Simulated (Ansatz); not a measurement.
Total energies of CdI2 from Ansatz at PBE0-D4/def2-TZVP, gas phase (1 Eh = 27.2114 eV = 2625.5 kJ/mol). The reference geometry is relaxed at r2SCAN-D4/def2-TZVP.

Cartesian coordinates in Å:
```
Cd -0.008 0.004 -0.002
I 1.267 1.481 -1.700
I -1.260 -1.485 1.702
```

```tsv
state	geometry	energy (Eh)
charge 0 singlet	reference	-763.32441
charge 1 doublet	reference	-762.97539
charge 1 doublet	relaxed at r2SCAN-D4/def2-TZVP	-762.97557
charge 0 triplet	relaxed at r2SCAN-D4/def2-TZVP	-763.24176
charge 0 quintet	relaxed at r2SCAN-D4/def2-TZVP	-763.04532
free Cd atom (singlet)	–	-167.77479
free I atom (doublet)	–	-297.69312
```

In the def2 sets Cd, I take a core potential; there is no spin–orbit coupling.

Q: Work out the vertical ionisation energy to the doublet.

A: E(charge 1 doublet) − E(charge 0 singlet) = -762.97539 − (-763.32441) = 0.34902 Eh = 9.50 eV. For comparison, −ε of the highest occupied level is 7.72 eV at this level, 1.78 eV less.

Q: How much does the charge 1 doublet relax, and what is the adiabatic ionisation energy?

A: Relaxation: -762.97539 − (-762.97557) = 0.00018 Eh = 0.00 eV. Adiabatic ionisation energy: 0.34884 Eh = 9.49 eV, without zero-point energy. 

Q: Which of the charge 0 states is lowest, and how far above it are the others?

A: The singlet. triplet: -763.24176 − (-763.32441) = 0.08265 Eh = 217.0 kJ/mol; quintet: -763.04532 − (-763.32441) = 0.27909 Eh = 732.8 kJ/mol. The triplet differs in its bonds from the reference.

Q: What is the binding energy per atom against free atoms?

A: Atoms: 1 × (-167.77479) + 2 × (-297.69312) = -763.16103 Eh. Binding: -763.16103 − (-763.32441) = 0.16338 Eh = 4.45 eV, or 1.48 eV for each of 3 atoms (no zero-point energy, no counterpoise term).

The structure comes from a short search, and lower isomers may exist.
